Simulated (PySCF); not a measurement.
A made-up structure of LiInH₂, singlet:

```xyz
4
angstrom
Li -1.9723 0.9837 -1.2493
In 0.1084 -0.0528 0.0666
H -2.8055 2.2681 -1.6784
H 1.3474 0.8288 0.9747
```

It is relaxed with PBE-D4/def2-SVP and then PBE0-D4/def2-TZVP (PySCF 2.14 with density fitting (its default auxiliary sets; JK sets also for MP2 and CCSD(T))). Atoms count as bonded within 1.22 times the sum of their covalent radii (H–H: 0.88 Å). The end point is not checked to be a true minimum.

Problem. Does its bonding change? (A judgement: the text doesn't fix the answer.)

Solution. Computed: Yes. Formed: In2–H3; broken: none.

Where it ends: The first stage lowers the energy by 0.91 eV in 18 steps. It ends as LiInH₂ ([H]1[Li][InH]1):
```
4
angstrom
Li -2.2216 -0.0065 -1.3926
In -0.0647 0.5356 -0.1123
H -1.7035 1.5416 -0.8858
H 0.7596 1.9676 0.5499
```

Labels in which every atom is bracketed show which atoms are joined, not bond orders.

For scale, one of the runs: PBE0-D4/def2-TZVP relaxation, 76 basis functions, launched by `OMP_NUM_THREADS=2 python run.py`. Hardware: 2 CPU threads of an AMD EPYC 7B13, shared host. Wall time 25 s; peak host memory 0.77 GiB.
